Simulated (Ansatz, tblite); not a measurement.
Cost and result up the ladder for the cluster Rb2F3 (the lowest doublet isomer of a short search) (5 atoms). The state is a doublet with charge 0. Geometry: PBE0-D4/def2-SVP.

Cartesian coordinates in Å:
```
Rb 0.517 -1.228 -1.356
Rb -1.064 0.873 1.312
F -1.628 -1.057 -0.133
F 0.746 1.315 -0.594
F 1.429 0.097 0.771
```

Ansatz on 4 threads of Arm Neoverse V2 on a shared host; xTB runs through tblite on one thread. Times are rough, summed over both states, and most runs start from the orbitals of an earlier one. RPA@PBE/def2-TZVP serves as the yardstick here, not as an exact answer. Differences are given only for rows in sets of like size (and for xTB, whose basis is part of the method), since another set adds its own error. The other state is a quartet at its own geometry.

In the def2 sets Rb takes a core potential, while STO-3G treats all electrons; there is no spin–orbit coupling. The xTB rows come from tblite. Correlated methods freeze 3 core orbitals; core or outer-core shells of Rb are correlated, in sets that lack core-valence functions. The rows differ in basis, and correlated rows in double-zeta sets carry the largest basis error. In CCSD on the charge 0 doublet the largest single amplitude is 0.15, so its Hartree–Fock determinant may place the open shell otherwise than the density functionals do. In the doublet, F4 and F5 lie 1.95 Å apart (atoms count from 1), so these atoms are partly bonded to each other. In the quartet, F4 and F5 lie 1.93 Å apart, F3 and F5 lie 1.93 Å apart (atoms count from 1), so these atoms are partly bonded to each other. The structure comes from a short search, and lower isomers may exist.

Correlated methods converge slowly with the basis, most of all in double-zeta sets (MP2 moves by 0.51 eV from def2-SVP to def2-TZVP here).

xTB has no spin-polarisation term.

```csv
level,functions,quartet − doublet (eV),difference from RPA@PBE/def2-TZVP (eV),remarks
HF/STO-3G,59,3.87,–,HOMO above zero (quartet)
LDA (SPW92)/def2-TZVP,159,5.06,0.21,–
CCSD(T)/def2-SVP,90,5.03,–,–
revPBE-D4/def2-TZVP,159,4.74,-0.11,–
r2SCAN-D4/def2-TZVP (with forces),159,5.05,0.20,–
CAM-B3LYP-D4/def2-TZVP,159,5.43,0.58,–
GFN2-xTB,20,5.18,0.34,–
PBE-D4/def2-TZVP,159,4.81,-0.04,–
RPA@PBE/def2-TZVP,159,4.85,0.00,–
GFN1-xTB,20,2.88,-1.96,–
MP2/def2-TZVP,159,6.07,1.23,–
r2SCAN0-D4/def2-TZVP,159,5.24,0.39,–
BHLYP-D4/def2-TZVP,159,5.32,0.47,–
PBE0-D4/def2-TZVP,159,5.13,0.28,–
```

(1) Estimate how long each takes.

## Answers

(1) GFN1-xTB 0.006 s; GFN2-xTB 0.019 s; HF/STO-3G 1.5 s; LDA (SPW92)/def2-TZVP 3.2 s; MP2/def2-TZVP 5.4 s; PBE-D4/def2-TZVP 7 s; revPBE-D4/def2-TZVP 7.2 s; PBE0-D4/def2-TZVP 8 s; RPA@PBE/def2-TZVP 12 s; BHLYP-D4/def2-TZVP 13 s; r2SCAN-D4/def2-TZVP (with forces) 14 s; CAM-B3LYP-D4/def2-TZVP 15 s; r2SCAN0-D4/def2-TZVP 16 s; CCSD(T)/def2-SVP 38 s. On shared hardware such times vary by a factor of up to 3.
